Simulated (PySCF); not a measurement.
# Bonding in `F[C@]12C=C[C@H]1C=C2`

Compound: C₆H₅F.
Numbering: `[F:1][C@:2]12[CH:3]=[CH:4][C@H:5]1[CH:6]=[CH:7]2` (hydrogens: H8 on C3; H9 on C4; H10 on C5; H11 on C6; H12 on C7)

Structure used (GFN2-xTB), in Å, numbered top down from 1:
```
atom  x, y, z in Å
F1    -1.6801    0.4047   -1.4290
C2    -0.7527    0.2869   -0.4367
C3     0.2084    1.4363   -0.2107
C4     1.2869    0.6595   -0.2616
C5     0.5127   -0.6169   -0.5223
C6    -0.0237   -1.2707    0.7352
C7    -1.1161   -0.5143    0.7971
H8     0.0208    2.4775   -0.0350
H9     2.3366    0.8193   -0.1086
H10    0.7573   -1.2270   -1.3814
H11    0.4024   -2.0292    1.3632
H12   -1.9515   -0.4268    1.4638
```

Bond orders from the PBE0/pcSseg-1 density (PySCF). Isolated species at its GFN2-xTB geometry, gas phase.

Question: How far do the computed orders between heavy atoms stray from the drawn ones?

Answer: The largest departure is 0.212, at C3–C4 (drawn double, 1.788) and C6–C7 (drawn double, 1.788).

Question: Give the Mayer order of every bond, beside its length.

Answer: 
```tsv
bond	drawn as	length (Å)	Mayer order
F1–C2	single	1.363	0.920
C2–C3	single	1.515	0.967
C3–C4	double	1.330	1.788
C4–C5	single	1.515	0.994
C5–C6	single	1.515	0.994
C6–C7	double	1.330	1.788
C5–C2	single	1.557	0.964
C7–C2	single	1.515	0.967
C3–H8	single	1.072	1.003
C4–H9	single	1.073	1.001
C5–H10	single	1.082	0.929
C6–H11	single	1.073	1.000
C7–H12	single	1.072	1.003
```

By pair of heavy elements: C–C: lowest C5–C2, C2–C3 and C7–C2 (0.964, 1.557 Å), highest C3–C4 and C6–C7 (1.788, 1.330 Å). Bonds named together lie within 0.004.

Question: Sum the orders of all bonds at each heavy atom with more than one neighbour and set the sums beside the valence in the SMILES.

Answer: C2 3.818 (drawn 4), C3 3.758 (drawn 4), C4 3.783 (drawn 4), C5 3.881 (drawn 4), C6 3.782 (drawn 4), C7 3.758 (drawn 4). Orders between atoms that aren't bonded are not in these sums.

The Mayer order sums products of elements of PS (density times overlap matrix) between the two atoms' basis functions, so it depends on the basis set.
